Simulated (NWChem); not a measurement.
System: B2F3, doublet; SMILES F[B]B(F)F

The following NWChem deck was run.

```
start job
memory heap 200 mb stack 900 mb global 1100 mb
geometry units angstroms
  F      2.288556    -0.243572    -0.065060
  B      1.014694    -0.116507     0.049068
  B     -0.538552     0.057074     0.018332
  F     -1.158794     1.244512     0.137695
  F     -1.400755    -0.967538    -0.111036
end
basis spherical
  F library def2-svp
  B library def2-svp
end
dft
  odft
  mult 2
  xc xpbe96 cpbe96
  iterations 150
end
driver
  maxiter 150
  trust 0.05
end
task dft optimize
```

NWChem printed, in part:

```
             Northwest Computational Chemistry Package (NWChem) 7.3.0
             --------------------------------------------------------

 CS  symmetry detected

                             Geometry "geometry" -> ""
                             -------------------------

 Output coordinates in angstroms (scale by  1.889725989 to convert to a.u.)

  No.       Tag          Charge          X              Y              Z
 ---- ---------------- ---------- -------------- -------------- --------------
    1 F                    9.0000    -0.02550381    -2.30382703     0.00000000
    2 B                    5.0000     0.06720739    -1.02191453     0.00000000
    3 B                    5.0000     0.00934013     0.54023129     0.00000000
    4 F                    9.0000    -0.00851130     1.28571441     1.11955094
    5 F                    9.0000    -0.00851130     1.28571441    -1.11955094

 Effective nuclear repulsion energy (a.u.)     131.2708792667

      Symmetry information
      --------------------

 Group name             Cs
 Group number              2
 Group order               2
 No. of unique centers     4

                                Z-matrix (autoz)
                                --------

 Units are Angstrom for bonds and degrees for angles

      Type          Name      I     J     K     L     M      Value
      ----------- --------  ----- ----- ----- ----- ----- ----------
    1 Stretch                  1     2                       1.28526
    2 Stretch                  2     3                       1.56322
    3 Stretch                  3     4                       1.34516
    4 Stretch                  3     5                       1.34516
    5 Bend                     1     2     3               173.74196
    6 Bend                     2     3     4               123.66304
    7 Bend                     2     3     5               123.66304
    8 Bend                     4     3     5               112.66739
    9 Torsion                  1     2     3     4          90.49933
   10 Torsion                  1     2     3     5         -90.49933

  pbe96 is a nonlocal functional; adding pw91lda local functional.

                           NWChem Geometry Optimization
                           ----------------------------

 maximum gradient threshold         (gmax) =   0.000450
 rms gradient threshold             (grms) =   0.000300
 maximum cartesian step threshold   (xmax) =   0.001800
 rms cartesian step threshold       (xrms) =   0.001200
 fixed trust radius                (trust) =   0.050000
 source of zmatrix                         =   autoz

          -------------------
          Energy Minimization
          -------------------

 Using diagonal initial Hessian
 Scaling for Hessian diagonals: bonds = 1.00  angles = 0.25  torsions = 0.10

          --------
          Step   0

                                 NWChem DFT Module
                                 -----------------

[...]

      ----------------------
      Optimization converged
      ----------------------

  Step       Energy      Delta E   Gmax     Grms     Xrms     Xmax
  ---- ---------------- -------- -------- -------- -------- --------
@   21    -348.68777294 -1.6D-08  0.00001  0.00000  0.00018  0.00043
                                     ok       ok       ok       ok

                                Z-matrix (autoz)
                                --------

 Units are Angstrom for bonds and degrees for angles

      Type          Name      I     J     K     L     M      Value     Gradient
      ----------- --------  ----- ----- ----- ----- ----- ---------- ----------
    1 Stretch                  1     2                       1.30327    0.00000
    2 Stretch                  2     3                       1.67193   -0.00000
    3 Stretch                  3     4                       1.33794    0.00001
    4 Stretch                  3     5                       1.33794    0.00001
    5 Bend                     1     2     3               142.55142    0.00000
    6 Bend                     2     3     4               120.69789    0.00000
    7 Bend                     2     3     5               120.69789    0.00000
    8 Bend                     4     3     5               117.58924   -0.00000
    9 Torsion                  1     2     3     4          95.90035    0.00000
   10 Torsion                  1     2     3     5         -95.90035   -0.00000

                         Geometry "geometry" -> "geometry"
                         ---------------------------------

 Output coordinates in angstroms (scale by  1.889725989 to convert to a.u.)

  No.       Tag          Charge          X              Y              Z
 ---- ---------------- ---------- -------------- -------------- --------------
    1 F                    9.0000    -0.19872099    -2.24488740     0.00000000
    2 B                    5.0000     0.34875767    -1.06219238     0.00000000
    3 B                    5.0000    -0.01621293     0.56941555     0.00000000
    4 F                    9.0000    -0.04990132     1.26179140     1.14435848
    5 F                    9.0000    -0.04990132     1.26179140    -1.14435848

 Effective nuclear repulsion energy (a.u.)     130.3456483115

      Symmetry information
      --------------------

 Group name             Cs
 Group number              2
 Group order               2
 No. of unique centers     4

                Final and change from initial internal coordinates
                --------------------------------------------------

                                Z-matrix (autoz)
                                --------

 Units are Angstrom for bonds and degrees for angles

[...]
```

Level: PBE/def2-SVP, spin-unrestricted. In the optimisation the excess spin sits in a' (Cs, its own frame). No stability test was run on the SCF state.
